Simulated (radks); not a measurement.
Species: Hg12+. Configuration: [Xe] 4f14.

All-electron calculation, scalar-relativistic Kohn-Sham, SCAN, spin-polarised, spherical densities, finite nucleus; meta-GGA in the generalised Kohn-Sham scheme; Fermi nuclear charge, rms radius 5.4648 fm. Program: a radial shooting solver on a logarithmic mesh with Libxc functionals.

Energy parts (eV):
total: -532790.68
kinetic: 597926.66
electron-nucleus: -1311713.05
Hartree: 190890.83
exchange-correlation: -9895.12

Orbitals (lengths in bohr, moments of r in powers of bohr):
orbital  occ.  eigenvalue (eV)      <r>
1s          2        -83463.42  0.01659
2s          2        -15008.97  0.06990
2p          6        -12972.67  0.06327
3s          2        -3744.790   0.1805
3p          6        -3153.079   0.1820
3d         10        -2529.132   0.1650
4s          2        -1001.943   0.3986
4p          6        -806.7827   0.4242
4d         10        -574.2266   0.4470
4f         14        -316.9483   0.4734
5s          2        -330.1277   0.8633
5p          6        -272.4680   0.9522

The highest occupied level is 5p at -272.47 eV. For comparison, the ionisation energy in NIST's Atomic Spectra Database is 277 eV (semi-empirical). In exact Kohn-Sham theory the highest level is minus the ionisation energy, but local and semilocal functionals leave it too shallow, through self-interaction and a potential that decays too fast; potentials with the right tail come closer. The electron density at the nucleus is 2.5e+06 e/bohr^3 (large components only). The density falls to 0.001 e/bohr^3 at r = 2.10 bohr. Summed over all electrons, <r^2> = 16.03 bohr^2, which gives a Langevin (diamagnetic) susceptibility term of -12.7 x 10^-6 cm^3/mol.
